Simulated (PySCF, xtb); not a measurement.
H6MoO2, SMILES [OH][MoH4][OH], multiplicity 1.

GFN2-xTB in xtb at its own geometry gives an orbital gap of 2.83 eV and a dipole moment of 7.89 D.

The structure is a stationary point at r2SCAN-D4/def2-SVP. A frequency run showed that this geometry is not a minimum. The spin state was assumed, not searched. The def2 effective core potentials stand for the cores of Mo; spin–orbit coupling is left out. The values are those of a single conformer.

Task: What does PySCF with PBE/def2-TZVPD give? (Estimate from the structure and the level; the computed values follow.)

Result: gap 3.05 eV (levels -6.46 and -3.41 eV), dipole 0.77 D.
